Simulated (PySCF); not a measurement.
Tc⁺ (technetium, charge +1) across methods

[Kr] 4d6, high-spin 5D determinant (an excited configuration). All numbers are calculated (PySCF 2.14, scalar relativity by spin-free X2C-1e, in x2c-QZVPPall (13s8p7d4f2g, 118 functions)).

```csv
method,E (hartree),mean ε 4p β (eV),mean ε 4d α (eV),mean ε 4d β (eV),Σ⟨r²⟩ (bohr²),⟨S²⟩
LDA,-4280.15,-48.228,-12.643,-10.396,38.38,6.001
r2SCAN,-4285.06,-48.481,-12.709,-10.281,37.90,6.004
PBE0,-4284.74,-50.346,-13.962,-11.502,37.87,6.002
UHF,-4282.84260,-56.643,-17.795,-14.325,37.46,6.006
```

Estimate the same row for PBE.

E (hartree) = -4284.66; mean ε 4p β (eV) = -47.868; mean ε 4d α (eV) = -12.493; mean ε 4d β (eV) = -10.274; Σ⟨r²⟩ (bohr²) = 38.30; ⟨S²⟩ = 6.002.
